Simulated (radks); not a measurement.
Excited configurations of Br16+: one electron is placed in a higher orbital outside [Ar]. The ground configuration is [Ar] 3d1. All-electron calculation, scalar-relativistic Kohn-Sham, SCAN, spin-polarised, spherical densities, finite nucleus; open shells are filled with parallel spins first; meta-GGA in the generalised Kohn-Sham scheme; Fermi nuclear charge, rms radius 4.1629 fm. Program: a radial shooting solver on a logarithmic mesh with Libxc functionals. Excitation = E - E(ground); binding = E(ion) - E, where the ion is the core of charge +17; n* = 17/sqrt(2 binding) in atomic units. These energies are relativistic, and a one-electron ion of charge +17 with no core already has n* below n in this formula (scalar-relativistic equation, point nucleus: 4p 3.996, 4f 3.999, 5p 4.996, 5f 4.999, 6p 5.996, 6d 5.998, 6f 5.999, 7p 6.996, 7d 6.998). The quantum defect is therefore taken as that value minus n*, so that it holds no relativistic shift of the bare ion.

outer orbital  excitation (eV)  binding (eV)     n*  quantum defect  <r> (bohr)
4p                      251.34        324.71  3.480           0.516       1.027
4f                      319.00        257.05  3.911           0.088      0.9706
5p                      380.97        195.08  4.490           0.506       1.733
5f                      411.56        164.49  4.889           0.110       1.743
6p                      445.70        130.35  5.492           0.504       2.617
6d                      454.96        121.09  5.698           0.299       2.695
6f                      462.26        113.79  5.878           0.120       2.691
7p                      482.73        93.318  6.491           0.504       3.673
7d                      488.36        87.686  6.696           0.301       3.788

The Delta-SCF ionisation energy is 576.05 eV (NIST Atomic Spectra Database: 577 eV, theoretical). Self-interaction in the functional shifts the binding energies and quantum defects, so they are the method's values and not measured ones. Open shells are spherical and high-spin; term and fine-structure splittings are not resolved.
